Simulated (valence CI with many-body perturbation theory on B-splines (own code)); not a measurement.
## Run record, Zr

Level of theory: valence CI with perturbative core correlation (CI+MBPT): four valence electrons over a frozen Dirac-Fock core [Kr], a basis of 6 s, 6 p, 5 d, 5 f, 1 g functions for each j, with the one-electron correlation potential Σ1 (screened to all orders), the two-electron term Σ2, the three-electron term Σ3, Breit, model QED; selected single and double excitations, second order for the rest, scaled by the run's own slope (own B-spline code, finite nucleus).

Command, and the settings that its task file holds:

```sh
python run_cv.py task.json out
```

```
atom Zr  Z=40  mass_number=90  rms_radius_fm=4.2694
core [Kr]
valence 4d2 5s2
avg = 1
basis = S
breit = 1
cap = 20000
capref = 1200
cscale = 1
de = 0.0
dress = 0
eps = 2e-08
extrap = 1
h = 0.27
hh = 1
l2 = 3
lcore = 6
maxit = 60
n2 = 5
natural = 1
nlev = 30
nno = [3, 3, 3, 3, 1]
nroot = 26
nsp = [3, 3, 2, 2, 0]
pt2 = 1
qed = 1
rpa = 1
s1 = 1
s2 = 1
s3 = 1
screen = 1
tol = 2e-05
whole = 1
```

It took 92 s on 1 thread of Arm Neoverse V2, with other jobs on the host.

Log. The first blocks belong to the next ion, which gives the ionisation energy. Fields: 2J, parity (1 odd), roots, reference size, generating configurations, candidates as configurations/state functions, variational space P, stored matrix elements, Davidson steps; e2 is the range of second-order energies in hartree. The first line gives the box (bohr), its intervals, the orbitals and the steps of their self-consistent field. Window is the range of levels sought, series limit the energy at which the first omitted orbital would enter, core excitation an estimate of the first excitation out of the core, left out the lowest levels not solved, and shifts from estimates the range by which levels moved from their first estimate, all in cm⁻¹.

```
rmax 49.2 intervals 68 orbitals 40 references ['4d2 5s2', '4d2 5s 5p', '4d3 5s', '4d 5s2 5p'] scf 12 t 1.8
2J=3 par=0 roots 2 ref 43 generators 12 cand 808/1789 P 835/1832 nnz 0 it 6
2J=3 par=0 roots 2 ref 43 generators 58 cand 1210/2739 P 2045/4571 nnz 2.8e+06 it 12
   second order: generators 130 cand 3107/6661 e2 -0.00002 -0.00001
2J=5 par=0 roots 2 ref 45 generators 11 cand 774/1952 P 800/1997 nnz 0 it 6
2J=5 par=0 roots 2 ref 45 generators 55 cand 1136/2985 P 1936/4982 nnz 3.4e+06 it 9
   second order: generators 128 cand 3412/8319 e2 -0.00003 -0.00002
2J=7 par=0 roots 2 ref 31 generators 9 cand 761/1853 P 780/1884 nnz 0 it 5
2J=7 par=0 roots 2 ref 31 generators 49 cand 1052/2779 P 1832/4663 nnz 3.1e+06 it 7
   second order: generators 115 cand 3106/7854 e2 -0.00003 -0.00001
reference levels 563, estimated 114, window 15682 1/cm; series limit 46020, core excitation 233159
2J=4 par=0 roots 8 ref 39 generators 56 cand 337/1478 P 916/3976 nnz 2.4e+06 it 12
2J=4 par=0 roots 8 ref 39 generators 233 cand 2826/15961 P 3742/19937 nnz 3e+07 it 21
   second order: generators 549 cand 41672/302243 e2 -0.00088 -0.00033
2J=6 par=0 roots 7 ref 30 generators 49 cand 305/1454 P 795/3916 nnz 2.5e+06 it 11
2J=6 par=0 roots 7 ref 30 generators 178 cand 2586/16071 P 3381/19987 nnz 3.2e+07 it 23
   second order: generators 410 cand 39746/322751 e2 -0.00099 -0.00032
2J=8 par=0 roots 7 ref 26 generators 40 cand 387/1524 P 980/3971 nnz 2.4e+06 it 9
2J=8 par=0 roots 7 ref 26 generators 176 cand 2856/15959 P 3836/19930 nnz 3e+07 it 13
   second order: generators 446 cand 36587/296151 e2 -0.00088 -0.00030
2J=0 par=0 roots 3 ref 14 generators 34 cand 872/1532 P 2418/4040 nnz 1.4e+06 it 9
2J=0 par=0 roots 3 ref 14 generators 166 cand 7387/14554 P 9805/18594 nnz 1.4e+07 it 11
   second order: generators 372 cand 27863/58349 e2 -0.00012 -0.00007
2J=2 par=0 roots 6 ref 26 generators 39 cand 429/1478 P 1094/3992 nnz 2.3e+06 it 10
2J=2 par=0 roots 6 ref 26 generators 175 cand 3454/16002 P 4548/19994 nnz 2.5e+07 it 12
   second order: generators 416 cand 36523/189284 e2 -0.00061 -0.00020
2J=10 par=0 roots 4 ref 12 generators 21 cand 369/1488 P 1013/3991 nnz 2.4e+06 it 8
2J=10 par=0 roots 4 ref 12 generators 118 cand 2964/15980 P 3977/19971 nnz 2.7e+07 it 12
   second order: generators 279 cand 32727/238297 e2 -0.00059 -0.00019
2J=4 par=1 roots 3 ref 98 generators 37 cand 287/1418 P 837/3931 nnz 2e+06 it 11
...
2J=10 par=1 roots 2 ref 36 generators 64 cand 2576/11127 P 3656/15104 nnz 1.7e+07 it 10
   second order: generators 180 cand 26181/190225 e2 -0.00022 -0.00019
2J=2 par=1 roots 2 ref 77 generators 33 cand 378/1403 P 1029/3955 nnz 1.9e+06 it 10
2J=2 par=1 roots 2 ref 77 generators 112 cand 4012/16028 P 5041/19983 nnz 2.4e+07 it 14
   second order: generators 234 cand 25955/131492 e2 -0.00026 -0.00022
2J=12 par=1 roots 1 ref 14 generators 10 cand 478/1313 P 1466/4329 nnz 2.2e+06 it 5
2J=12 par=1 roots 1 ref 14 generators 44 cand 1529/5144 P 2995/9473 nnz 7.3e+06 it 6
   second order: generators 112 cand 19690/124008 e2 -0.00017 -0.00017
left out: unestimated 22307, estimated 16979, shifts from estimates -150 to 26
operators 3.4
```

The Davidson iterations converged.

Set against measurement, 29 paired levels are off by 298 cm⁻¹ on average, the worst by 619. These come from a selection out of the NIST Handbook of Basic Atomic Spectroscopic Data. Levels without a partner in it may be off by more, other configurations by 1,000 to 4,000 cm⁻¹. 1 measured level below the end of the list, from 13142 cm⁻¹ on, found no clear computed partner.

```yaml
Valence_energy: -2.838451 hartree
Ionisation_energy: "6.5752 eV (NIST: 6.63413 eV (measured))"
Reference_configurations_for_the_orbitals: 4d2 5s2, 4d2 5s 5p, 4d3 5s, 4d 5s2 5p
Radial_orbitals: 40
Box_radius: 49.23 bohr
Largest_variational_space: 20060
Lowest_levels: 4d²5s² ³F_2 0.0, 4d²5s² ³F_3 562, 4d²5s² ³F_4 1230, 4d²5s² ³P_0 4565, 4d²5s² ³P_2 4614, 4d²5s² ³P_1 4738, 4d³5s ⁵F_1 4904, 4d³5s ⁵F_2 5054, 4d³5s ⁵F_3 5275, 4d²5s² ¹D_2 5517, 4d³5s ⁵F_4 5562, 4d³5s ⁵F_5 5908, 4d²5s² ¹G_4 8501, 4d³5s ⁵P_1 11289 cm⁻¹
```

Names give the largest LS component (configuration and term), which can be under half, so a name can repeat, a term be missing and a line seem to break the LS rules; names also repeat where a configuration has a term twice.
